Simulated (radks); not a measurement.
Isoelectronic series with 1 electrons, each ion in its NIST ground configuration. All-electron calculation, scalar-relativistic Kohn-Sham, r2SCAN, spin-polarised, spherical densities, finite nucleus; open shells are filled with parallel spins first; meta-GGA in the generalised Kohn-Sham scheme; Fermi nuclear charge, rms radius of each element as measured or else 0.836 A^(1/3) + 0.57 fm. Program: a radial shooting solver on a logarithmic mesh with Libxc functionals. Total energies (hartree) and mean radii <r> (bohr):

ion    configuration  E (hartree)   1s up
H                1s1     -0.50018   1.517
He+              1s1     -2.00027  0.7540
Li2+             1s1     -4.50072  0.5017
Be3+             1s1     -8.00191  0.3759
B4+              1s1    -12.50441  0.3005
C5+              1s1    -18.00894  0.2503
N6+              1s1    -24.51640  0.2144
O7+              1s1    -32.02784  0.1875
F8+              1s1    -40.54445  0.1666
Ne9+             1s1    -50.06762  0.1499
Mg11+            1s1    -72.13997  0.1248
